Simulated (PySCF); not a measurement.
## `C=COC[C@@H](C)F`, C₅H₉FO

Molfile (atoms numbered from 1):
```
C5H9FO
     RDKit          3D

 16 15  0  0  0  0  0  0  0  0999 V2000
    0.7027   -1.8850   -2.2026 C   0  0  0  0  0  0  0  0  0  0  0  0
    1.1199   -1.5703   -0.9868 C   0  0  0  0  0  0  0  0  0  0  0  0
    0.8901   -0.4448   -0.2624 O   0  0  0  0  0  0  0  0  0  0  0  0
   -0.2783    0.3210   -0.4557 C   0  0  0  0  0  0  0  0  0  0  0  0
   -1.5846   -0.4797   -0.5572 C   0  0  1  0  0  0  0  0  0  0  0  0
   -1.8738   -1.2866    0.6976 C   0  0  0  0  0  0  0  0  0  0  0  0
   -2.5941    0.4494   -0.7469 F   0  0  0  0  0  0  0  0  0  0  0  0
    0.0709   -1.2488   -2.7960 H   0  0  0  0  0  0  0  0  0  0  0  0
    1.0062   -2.8126   -2.6496 H   0  0  0  0  0  0  0  0  0  0  0  0
    1.8074   -2.2090   -0.4456 H   0  0  0  0  0  0  0  0  0  0  0  0
   -0.1873    0.9405   -1.3613 H   0  0  0  0  0  0  0  0  0  0  0  0
   -0.3296    0.9839    0.4117 H   0  0  0  0  0  0  0  0  0  0  0  0
   -1.6029   -1.1210   -1.4433 H   0  0  0  0  0  0  0  0  0  0  0  0
   -1.9386   -0.6251    1.5582 H   0  0  0  0  0  0  0  0  0  0  0  0
   -2.8150   -1.8198    0.5921 H   0  0  0  0  0  0  0  0  0  0  0  0
   -1.0739   -2.0037    0.8582 H   0  0  0  0  0  0  0  0  0  0  0  0
  1  2  2  0
  2  3  1  0
  3  4  1  0
  4  5  1  0
  5  6  1  0
  5  7  1  0
  1  8  1  0
  1  9  1  0
  2 10  1  0
  4 11  1  0
  4 12  1  0
  5 13  1  6
  6 14  1  0
  6 15  1  0
  6 16  1  0
M  END
```

Method: GIAO PBE/pcSseg-1 magnetisability, rotational g tensor and spin-rotation constants, non-relativistic, gas phase (PySCF 2.14.0). Geometry: GFN2-xTB, dihedral held. The dihedral C5–C4–O3–C2 is held at 45°.

(1) How diamagnetic is it, and how anisotropic?

(2) Split it along the inertial axes a, b, c into diamagnetic and paramagnetic parts about the centre of mass, with the quadrupole moment.

(3) And the rotational g tensor?

## Answers

(1) Isotropic -1059 × 10⁻³⁰ J/T², or -63.8 × 10⁻⁶ cm³/mol; principal values -1116, -1057, -1004 × 10⁻³⁰ J/T², anisotropy 98 × 10⁻³⁰ J/T² (root of half the summed squared differences of the principal values). The susceptibility is in cgs units.

(2) 
```csv
axis,χ (10⁻⁶ cm³/mol),diamagnetic (10⁻⁶ cm³/mol),paramagnetic (10⁻⁶ cm³/mol),summed x² of all electrons (Å²),quadrupole Θ (D Å)
a,-67.0,-380.9,313.9,149.3,-4.06
b,-61.4,-822.6,761.2,45.2,+1.67
c,-62.9,-825.4,762.5,44.6,+2.38
```
Anisotropies 2χaa − χbb − χcc = -9.6 and 2χbb − χaa − χcc = +7.0 × 10⁻⁶ cm³/mol. Θ is traceless in Buckingham's convention.

(3) 
```tsv
axis	rotational constant (GHz)	g	nuclear part	electronic part
a	4.3345	-0.0169	0.6223	-0.6393
b	1.5962	-0.0129	0.5579	-0.5708
c	1.5835	-0.0120	0.5552	-0.5673
```
Asymmetric top; isotopes 12C, 19F, 1H, 16O; no vibrational averaging.
